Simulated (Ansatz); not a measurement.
```yaml
crystal:
  periodic: [false, false, false]
  atoms:
    - {symbol: C, position_ang: [-0.108203, 1.177349, -0.835405]}
    - {symbol: C, position_ang: [0.605626, 0.054938, -0.712574]}
    - {symbol: Si, position_ang: [0.443534, -1.132038, 0.689959]}
    - {symbol: O, position_ang: [-0.838208, -0.801194, 1.678172]}
    - {symbol: H, position_ang: [0.052839, 1.879432, -1.648142]}
    - {symbol: H, position_ang: [-0.898683, 1.432006, -0.135113]}
    - {symbol: H, position_ang: [1.384833, -0.144995, -1.447569]}
    - {symbol: H, position_ang: [0.260142, -2.531926, 0.222670]}
    - {symbol: H, position_ang: [-0.813381, 0.020227, 2.171003]}
basis:
  gaussian: {orbitals: cc-pVTZ, point_charges: [{charge: -1.00, position_ang: [5.146, 0.317, -0.811]}]}
magnetization: {spin_polarized: true, initial_magnetization: 1}
hamiltonian: {xc: {name: HSE06}, dispersion: d3bjatm}
output: {forces: true}
```

```sh
$ ansatz run in.yaml --threads 4 --pin off --events-out ev --progress --plain --max-ram 10444MiB
```

It prints (some lines left out):

```
Functional definition: HSE06
1097 factors; their error is unknown
101 factors; integrals over basis functions are off by at most 5.3e-7 eV
mean field evaluation 1: about -12057.8242 eV, gradient 5.6e1 eV
mean field evaluation 2: about -12014.8131 eV, gradient 9.9e1 eV
mean field evaluation 4: about -12071.5631 eV, gradient 1.4e1 eV
mean field evaluation 8: about -12072.6745 eV, gradient 2.3e-1 eV
mean field evaluation 16: about -12072.6999 eV, gradient 5.8e-4 eV
mean field -12072.69991865 eV, -443.6635388403 hartree, gradient 1.4e-5 eV, S^2 0.757701; 0 other end points of the search recorded, 0 dependent functions left out
reference -12072.69995629 eV, -443.6635402238 hartree; 20, 19 occupied and 174, 175 virtual orbitals, 1097 factors
Total energy: -12072.82156147 eV, -443.6680091318 hartree
Atom 0 at    -0.108203     1.177349    -0.835405 Å, force    -0.061636    -0.059994    -0.004980 eV/Å
Atom 1 at     0.605626     0.054938    -0.712574 Å, force    -0.028467     0.037390    -0.204813 eV/Å
Atom 2 at     0.443534    -1.132038     0.689959 Å, force     0.633020     0.055365    -0.196797 eV/Å
Atom 3 at    -0.838208    -0.801194     1.678172 Å, force    -0.578829     0.114645     0.371678 eV/Å
Atom 4 at     0.052839     1.879432    -1.648142 Å, force     0.042404    -0.008188     0.020771 eV/Å
Atom 5 at    -0.898683     1.432006    -0.135113 Å, force    -0.007445     0.018144     0.038362 eV/Å
Atom 6 at     1.384833    -0.144995    -1.447569 Å, force     0.077508     0.036289     0.130460 eV/Å
Atom 7 at     0.260142    -2.531926     0.222670 Å, force    -0.094671    -0.096784    -0.021730 eV/Å
Atom 8 at    -0.813381     0.020227     2.171003 Å, force     0.087606    -0.081015    -0.108469 eV/Å
Dipole moment:     0.305611     0.317396    -0.060957 e Å
```

Hardware: 4 threads of an Arm Neoverse V2 on a shared host. Wall time 3.5 s, peak host memory 0.51 GiB.
